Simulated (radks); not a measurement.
The nuclear charge of the platinum ion Pt+ is varied continuously with 77 electrons held in [Xe] 4f14 5d9. Calculated with a radial shooting solver on a logarithmic mesh with Libxc functionals: Dirac Kohn-Sham, PBEsol, spin-unpolarised, spherical densities, point nucleus; open shells fill j = l - 1/2 first. By the Hellmann-Feynman theorem dE/dZ = E(electron-nucleus)/Z, the electronic potential at the nucleus.

Z = 77.5: E (hartree) -18145.6012; E(electron-nucleus)/Z (hartree) -588.294; HOMO 5d5/2; e(HOMO) (eV) -8.255; <r> HOMO (bohr) 1.783
Z = 78: E (hartree) -18441.2638; E(electron-nucleus)/Z (hartree) -594.359; HOMO 5d5/2; e(HOMO) (eV) -13.757; <r> HOMO (bohr) 1.677
Z = 78.5: E (hartree) -18739.9633; E(electron-nucleus)/Z (hartree) -600.442; HOMO 5d5/2; e(HOMO) (eV) -19.907; <r> HOMO (bohr) 1.592
Z = 79: E (hartree) -19041.7097; E(electron-nucleus)/Z (hartree) -606.547; HOMO 5d5/2; e(HOMO) (eV) -26.630; <r> HOMO (bohr) 1.520

The central difference of E at Z = 78 is -594.362 hartree, to compare with the third column; the second derivative is -12.1 hartree.
